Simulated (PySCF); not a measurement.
N-methyl-N-silylethenamine (C3H9NSi), SMILES CN([SiH3])C=C. The structure is a stationary point at PBE-D3(BJ)/def2-SVP. Other conformers were not sampled.

These are PBE-D3(BJ)/def2-SVP (PySCF) values and carry that method's errors.

Harmonic wavenumbers (cm⁻¹): 81, 136, 167, 205, 219, 333, 501, 635, 652, 677, 689, 761, 881, 910, 928, 938, 953, 1071, 1096, 1189, 1265, 1297, 1377, 1399, 1412, 1441, 1654, 2140, 2170, 2186, 2927, 2996, 3063, 3066, 3088, 3193. Rotational constants (GHz): 4.594, 3.577, 2.096; symmetry number 1.

Q: Work out the zero-point energy and the ideal-gas rigid-rotor harmonic-oscillator thermochemistry at 298.15 K and 1 atm.

A: ZPE = ½ Σ hcν = ½ × 47696 cm⁻¹ = 285.28 kJ/mol. H − E(el) = 307.60 kJ/mol. Entropy in J/(mol K): translation 164.47, rotation 111.45, vibration 74.32, total 350.24. G − E(el) = 203.18 kJ/mol. Cp = 119.20 J/(mol K). Modes under 150 cm⁻¹ make the vibrational entropy uncertain.
